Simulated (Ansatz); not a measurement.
`[CH3][GeH]([F])[Br]` + `CC(F)(F)Cl` → `[F][GeH]([Cl])[Br]` + `CC(C)(F)F` at 298.15 K and 1 bar (formal exchange of groups at a Ge–C bond).

Program: Ansatz. Geometries: PBE0-D4/def2-TZVP. ΔE: electronic, gas phase. CCSD(T)/CBS adds triple-zeta CCSD(T) − MP2 to the extrapolated MP2 energy (def2 sets, frozen cores). For Br, Ge outer-core shells are correlated without core-valence functions, which leaves a few kJ/mol of doubt a bond. Scalar relativity is left out up to krypton.

| species | CCSD(T)/CBS energy (Eh) | H − E (kJ/mol) | S (J/(mol·K)) |
| --- | --- | --- | --- |
| `[CH3][GeH]([F])[Br]` | -4789.77492 | 145.3 | 347.2 |
| `CC(F)(F)Cl` | -737.27590 | 149.2 | 306.7 |
| `[F][GeH]([Cl])[Br]` | -5209.72032 | 51.0 | 338.9 |
| `CC(C)(F)F` | -317.36969 | 248.0 | 302.2 |

H − E and S are ideal-gas, rigid-rotor, harmonic terms from PBE0-D4/def2-TZVP, for one conformer and one mirror image of each species. 1 Eh = 2625.50 kJ/mol, R = 8.31446 J/(mol·K).

Q: By hand: ΔE, ΔH, ΔS and ΔG.

A: ΔE = (-5209.72032) + (-317.36969) − (-4789.77492) − (-737.27590) = -0.03919 Eh = -102.9 kJ/mol. Δ(H − E) = 51.0 + 248.0 − 145.3 − 149.2 = 4.5, so ΔH = -98.4 kJ/mol. ΔS = 338.9 + 302.2 − 347.2 − 306.7 = -12.8 J/(mol·K). ΔG = -98.4 − 298.15 × (-12.8)/1000 = -94.6 kJ/mol.

Q: By hand: the equilibrium constant, and the temperature at which ΔG would vanish if ΔH and ΔS stayed fixed.

A: log₁₀ K = −ΔG/(RT ln 10) = 16.6. ΔG = 0 at ΔH/ΔS = 7688 K, far beyond where these terms or the molecules hold.

The number of gas molecules stays the same, so ΔS is small and ΔH decides. A doubt of 5 kJ/mol in ΔE shifts log₁₀ K by 0.9 here. Other conformers and mirror images would add mixing entropy, several J/(mol·K) or more a flexible species. These are equilibria of isolated gas molecules and say nothing of rates. Largest T1 diagnostic: 0.011 (customary marks: 0.02 for closed shells, 0.045 for open ones).
